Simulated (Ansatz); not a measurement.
```yaml
crystal:
  periodic: [true, true, true]
  atoms:
    - {symbol: N, position_ang: [-1.476275, 0.899983, 0.326010]}
    - {symbol: Zr, position_ang: [0.541217, 0.246538, 0.346133]}
    - {symbol: N, position_ang: [0.767964, -1.216414, -1.165564]}
    - {symbol: Cl, position_ang: [0.972561, -1.037380, 2.352041]}
    - {symbol: Cl, position_ang: [2.010524, 2.022823, 0.140196]}
    - {symbol: H, position_ang: [-1.828020, 1.646713, 1.196310]}
    - {symbol: H, position_ang: [-2.062982, 0.498026, -0.189826]}
    - {symbol: H, position_ang: [0.525158, -2.053642, -1.080411]}
    - {symbol: H, position_ang: [0.852734, -0.855664, -2.022713]}
basis:
  gaussian: {orbitals: ANO-RCC-VTZP}
hamiltonian: {xc: {name: wB97X}}
```

```sh
$ ansatz run in.yaml --threads 4 --pin off --events-out ev --progress --plain --max-ram 10444MiB
```

It prints (some lines left out):

```
Error: YAML parse error: error: line 2 column 3: crystal: missing field `lattice` (a structure is typed as `lattice` and `atoms`, a molecule's as `atoms` in Å alone, or read from a run's directory, `checkpoint`)
 --> <input>:2:3
1 | crystal:
2 |   periodic: [true, true, true]
3 |   atoms:
4 |     - {symbol: N, position_ang: [-1.476275, 0.899983, 0.326010]}
```

Problem. Something in this input is off. What?

Solution. The molecule is marked periodic without a cell. The input was rejected before any iteration.
